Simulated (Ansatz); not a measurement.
Start from `O=[CH][GeH2][Cl]` and change one atom or group to get `[BH2][GeH2][CH]=O`.

Ansatz, PBE0-D4/def2-TZVP geometries, multiplicity 1. Each molecule was computed in one conformer, which needn't be the lowest.

Scalar relativity is left out up to krypton.

| property | `O=[CH][GeH2][Cl]` |
| --- | --- |
| ideal-gas entropy at 298 K and 1 bar (rigid rotor, harmonic PBE0-D4/def2-TZVP) / J/(mol·K) | 338 |
| HOMO energy (B3LYP/def2-TZVPP) / eV | -7.25 |
| HOMO energy (ωB97M-V/def2-TZVPP) / eV | -9.67 |
| LUMO energy (PBE/def2-TZVPP) / eV | -3.11 |
| HOMO–LUMO gap (PBE/def2-TZVPP) / eV | 2.96 |
| LUMO energy (B3LYP/def2-TZVPP) / eV | -2.22 |

What does the change do to each property? (An estimate is asked.)

Computed: 
```json
{"property": "ideal-gas entropy at 298 K and 1 bar (rigid rotor, harmonic PBE0-D4/def2-TZVP) / J/(mol·K)", "`[BH2][GeH2][CH]=O`": "347", "shift": "9"}
{"property": "HOMO energy (B3LYP/def2-TZVPP) / eV", "`[BH2][GeH2][CH]=O`": "-6.79", "shift": "0.46"}
{"property": "HOMO energy (ωB97M-V/def2-TZVPP) / eV", "`[BH2][GeH2][CH]=O`": "-9.13", "shift": "0.54"}
{"property": "LUMO energy (PBE/def2-TZVPP) / eV", "`[BH2][GeH2][CH]=O`": "-3.65", "shift": "-0.54"}
{"property": "HOMO–LUMO gap (PBE/def2-TZVPP) / eV", "`[BH2][GeH2][CH]=O`": "2.13", "shift": "-0.83"}
{"property": "LUMO energy (B3LYP/def2-TZVPP) / eV", "`[BH2][GeH2][CH]=O`": "-2.97", "shift": "-0.75"}
```

With PBE0 the HOMO rises by 0.47 eV and the LUMO falls by 0.81 eV, so the gap narrows by about 1.28 eV. PBE moves the HOMO by 0.29 eV and ωB97M-V by 0.54 eV. The zero-point energy changes by 48.0 kJ/mol with +6 modes. Modes under 60 cm⁻¹, often nearly free rotors, make the harmonic entropy too high.

B3LYP here is the variant with VWN-RPA as its local correlation; programs differ in this.
